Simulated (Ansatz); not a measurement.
CClF, SMILES `F[C]Cl` (excited triplet) (charge 0, multiplicity 3). This triplet is an excited state, 1.58 eV above the relaxed singlet at the level composite: frozen-core CCSD(T) with HF/cc-pVQZ and the correlation energy extrapolated as X^-3 from cc-pVTZ and cc-pVQZ, plus CCSDT(Q) minus CCSD(T) in cc-pVDZ // PBE0-D3(BJ)/def2-TZVP (Ansatz, a first-principles code).

Z-matrix (Å, degrees):
```
C
F 1 1.3074
Cl 1 1.6699 2 123.86
```
Charge 0, spin multiplicity 3.

Frozen-core energies in cc-pVDZ from Ansatz at a geometry from PBE0-D3(BJ)/def2-TZVP; the HF reference has <S^2> = 2.01 and the T1 diagnostic is 0.018.

| level | energy (Ha) | difference from CCSDT(Q) (mHa) |
|---|---|---|
| HF | -596.69372 | 437.81 |
| MP2 | -597.09678 | 34.75 |
| CCSD | -597.11992 | 11.61 |
| CCSD(T) | -597.12972 | 1.81 |
| CCSDT | -597.13062 | 0.91 |
| CCSDT(Q) | -597.13153 | 0.00 |
